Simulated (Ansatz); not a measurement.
The cluster SiSn4, relaxed as a singlet with RKS PBE-D4/def2-SVP in Ansatz, starting from the GFN1-xTB geometry. Force threshold 0.02 eV/Å.

In the def2 sets Sn takes a core potential; there is no spin–orbit coupling. The structure comes from a short search, and lower isomers may exist.

Start:

Cartesian coordinates in Å:
```
Si -0.927 -0.379 -1.304
Sn 1.115 0.455 1.571
Sn -0.641 1.856 -0.224
Sn 1.546 -0.634 -1.054
Sn -1.094 -1.298 1.012
```

Problem. Estimate the energy that the relaxation releases and the steps that it takes.

Solution. 0.30 eV, in 4 steps; 5.5 s on 4 threads of Arm Neoverse V2 on a shared host. No frequencies were taken in this run, so the end may be a saddle point.

Problem. Does the start keep its bonding and symmetry?

Solution. By distances, no bond broke or formed. The bond that changes most is Si1–Sn5, from 2.50 to 2.60 Å (atoms count from 1). Point group C3v at the start, C3v at the end, both within 0.05 Å.

Problem. Predict the relaxed structure.

Solution. 
Cartesian coordinates in Å:
```
Si -0.882 -0.360 -1.242
Sn 1.036 0.423 1.459
Sn -0.677 2.016 -0.218
Sn 1.690 -0.680 -1.118
Sn -1.167 -1.398 1.119
```
Bond lengths (bridged metal pairs left out): 3 × Sn–Sn 2.88 Å; 3 × Si–Sn 2.60 Å.
